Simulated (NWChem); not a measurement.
Ge$_{2}$H$_{6}$O; SMILES [GeH3][O][GeH3]

Program: NWChem. Pople sets run with spherical d functions. Geometry: optimised at B3LYP/6-31G* (spherical d). Hybrids' shares of exact exchange are those that their runs print; pure functionals count as 0. The functionals differ in more than this share.

| row | share of exact exchange | orbital gap (eV) |
|---|---|---|
| PBE/6-31G* | 0.00 | 5.35 |
| LDA (Slater exchange, PW92)/6-31G* | 0.00 | 5.18 |
| TPSSh/6-31G* | 0.10 | 6.64 |
| B3LYP/6-31G* | 0.20 | withheld |
| MPW1K/6-31G* | 0.43 | 9.53 |

Task: Fit a straight line of the last column on the one before it, predict the withheld value, and compare with the run.

Result: 
1. Means of the 4 shown rows: x = 0.133, y = 6.675. Slope Σ(x − x̄)(y − ȳ)/Σ(x − x̄)² = 1.224/0.1247 = 9.819; intercept 5.374.
2. The shown rows scatter about the line by 0.176 (root mean square); the largest residual is +0.28, at TPSSh/6-31G*.
3. At x = 0.20 (B3LYP/6-31G*; inside the shown range) the line gives 7.34.
4. The run gives 7.28, -0.06 from the line, 0.3 times the scatter.
